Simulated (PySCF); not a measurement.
SMILES c1c([SiH3])sc(c1)B (C4H7BSSi), singlet, GFN2-xTB optimised geometry.

```
14

B     -1.41    -2.41     0.00
C     -0.45    -1.23     0.00
C      0.93    -1.23     0.00
C      1.51     0.04     0.00
C      0.59     1.06     0.00
Si     0.89     2.91     0.00
S     -1.01     0.42     0.00
H     -2.57    -2.23     0.00
H     -0.98    -3.50     0.00
H      1.50    -2.15     0.00
H      2.57     0.22     0.00
H      0.24     3.50     1.17
H      2.34     3.11     0.05
H      0.33     3.48    -1.23
```

Density from PySCF with B3LYP/def2-TZVP at that geometry.

Minimum of the electron density along straight lines between bonded atoms, close to the bond critical point (lines longer than 1.1 times the sum of covalent radii, or with two minima, are not listed):

```
bond     length / Å  ρ at the minimum / e bohr⁻³  ∇²ρ there / e bohr⁻⁵  position (fraction from the first atom)
-------  ----------  ---------------------------  --------------------  ---------------------------------------
B1–C2         1.518                        0.195                 -0.09                                     0.33
C2–C3         1.382                        0.325                 -0.96                                     0.50
C3–C4         1.398                        0.316                 -0.93                                     0.50
C4–C5         1.373                        0.327                 -0.96                                     0.49
C5–Si6        1.877                        0.117                  0.22                                     0.61
C2–S7         1.749                        0.206                 -0.39                                     0.47
C5–S7         1.723                        0.216                 -0.43                                     0.48
B1–H8         1.169                        0.193                 -0.36                                     0.44
B1–H9         1.170                        0.193                 -0.35                                     0.44
C3–H10        1.076                        0.291                 -1.06                                     0.65
C4–H11        1.077                        0.290                 -1.05                                     0.65
Si6–H12       1.463                        0.126                  0.17                                     0.49
Si6–H13       1.463                        0.126                  0.18                                     0.49
Si6–H14       1.464                        0.126                  0.17                                     0.49
```
